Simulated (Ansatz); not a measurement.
A basis-limit estimate, worked out

An elementary step of AlH$_{5}$Cl$_{2}$O$_{2}$, singlet (AlHCl₂ ([Cl][AlH][Cl]) + H₂O + H₂O → AlHCl₂O ([OH][Al]([Cl])[Cl]) + H₂O + H₂; bonds formed: H2–H7, H5–O8; dative contacts that become bonds: Al1–O6; bonds broken: Al1–H2, H5–O6, H7–O8). “Start” is the structure reached by relaxing down from the saddle towards the reactants; PBE0-D4/def2-TZVP structures. The saddle:

```xyz
10
angstrom
Al -1.0577 -0.1203 -0.6085
H 0.2242 0.9073 -1.0758
Cl -1.0203 -1.6762 -2.0278
Cl -2.8169 1.0203 -0.4246
H 0.9252 -0.0556 0.9914
O -0.3981 -0.6038 0.9672
H 0.9954 0.7662 -0.3779
O 1.7012 0.5082 0.5494
H -0.9636 -0.6642 1.7374
H 2.4106 -0.0821 0.2689
```

Computed with Ansatz 0.2.0 (basis: def2-TZVPP and def2-QZVPP); correlated methods freeze the cores.

Energies in eV:

| quantity | saddle | start |
| --- | --- | --- |
| Hartree–Fock, triple zeta (X = 3) | -35750.75785 | -35751.84873 |
| Hartree–Fock, quadruple zeta (X = 4) | -35751.85303 | -35752.94160 |
| MP2 correlation, X = 3 | -27.28155 | -26.76445 |
| MP2 correlation, X = 4 | -29.71125 | -29.19782 |
| CCSD(T) correlation, X = 3 | -29.53927 | -29.09231 |

Q: Work out the barrier at the basis limit: extrapolate Hartree–Fock as E(X) = E∞ + A exp(−7.88 √X) and the MP2 correlation as E(X) = E∞ + B X^−2.97 (the exponents that Neese and Valeev fitted for def2-TZVPP and QZVPP), then add CCSD(T) − MP2 in triple zeta.

A: Each step is linear, so take the differences first (saddle − start): Hartree–Fock 1.09088 (X = 3) and 1.08857 (X = 4); MP2 correlation -0.51710 and -0.51343; CCSD(T) correlation -0.44696.
Two points give E∞ = E(4) + w [E(4) − E(3)], with w = 1/(exp(7.88 (2 − √3)) − 1) = 0.1377 for Hartree–Fock and w = 1/((4/3)^2.97 − 1) = 0.7407 for the correlation.
Hartree–Fock: 1.08857 + 0.1377 × (-0.00231) = 1.0883 eV.
MP2 correlation: -0.51343 + 0.7407 × 0.00367 = -0.5107 eV.
CCSD(T) − MP2: -0.44696 − (-0.51710) = 0.0701 eV.
Sum: 1.0883 + (-0.5107) + 0.0701 = 0.6477 eV, or 14.94 kcal/mol. Plain CCSD(T) in triple zeta gives 0.6439 eV, so the larger basis shifts the result by 0.0038 eV.

The T1 diagnostic stays at or below 0.010.

The step is the kind of ligand exchange by which a precursor binds to a hydroxyl group, or is hydrolysed, in atomic layer deposition of oxides.

Labels in which every atom is bracketed show which atoms are joined, not bond orders.

For scale, one of the runs: CCSD(T)/def2-TZVPP, 258 basis functions, launched by `ansatz run in.yaml --threads 8 --pin off --events-out ev --progress --plain --max-ram 19148MiB`. Time: 64 s of wall clock on 8 CPU threads of a Oxide Virtual Turin-like; the host was shared. Peak host memory: 5.7 GiB.
